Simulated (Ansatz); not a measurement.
`Cl[BH][GaH2]` + H₂Te → `ClB[TeH]` + `[GaH3]` at 600 K and 1 bar (cleavage of the B–Ga bond).

Isolated molecules relaxed with PBE0-D4/def2-TZVP in Ansatz; ΔE leaves out vibrations. CCSD(T)/CBS adds triple-zeta CCSD(T) − MP2 to the extrapolated MP2 energy (def2 sets, frozen cores). def2 core potentials past Kr. For Ga, Te outer-core shells are correlated without core-valence functions, which leaves a few kJ/mol of doubt a bond. Scalar relativity is left out up to krypton.

| species | CCSD(T)/CBS energy (Eh) | H − E (kJ/mol) | S (J/(mol·K)) |
| --- | --- | --- | --- |
| `Cl[BH][GaH2]` | -2410.30850 | 112.4 | 375.1 |
| H₂Te | -268.91024 | 52.9 | 255.0 |
| `ClB[TeH]` | -753.54186 | 91.2 | 354.2 |
| `[GaH3]` | -1925.70545 | 74.9 | 253.2 |

H − E and S are ideal-gas, rigid-rotor, harmonic terms from PBE0-D4/def2-TZVP. 1 Eh = 2625.50 kJ/mol, R = 8.31446 J/(mol·K).

Question: By hand: ΔE, ΔH, ΔS and ΔG.

Answer: ΔE = (-753.54186) + (-1925.70545) − (-2410.30850) − (-268.91024) = -0.02857 Eh = -75.0 kJ/mol. Δ(H − E) = 91.2 + 74.9 − 112.4 − 52.9 = 0.8, so ΔH = -74.2 kJ/mol. ΔS = 354.2 + 253.2 − 375.1 − 255.0 = -22.7 J/(mol·K). ΔG = -74.2 − 600 × (-22.7)/1000 = -60.6 kJ/mol.

Question: By hand: the equilibrium constant, and the temperature at which ΔG would vanish if ΔH and ΔS stayed fixed.

Answer: log₁₀ K = −ΔG/(RT ln 10) = 5.3. ΔG = 0 at ΔH/ΔS = 3269 K, far beyond where these terms or the molecules hold.

ΔH outweighs TΔS. A doubt of 5 kJ/mol in ΔE shifts log₁₀ K by 0.4 here. These are equilibria of isolated gas molecules and say nothing of rates. Largest T1 diagnostic: 0.014 (customary marks: 0.02 for closed shells, 0.045 for open ones).
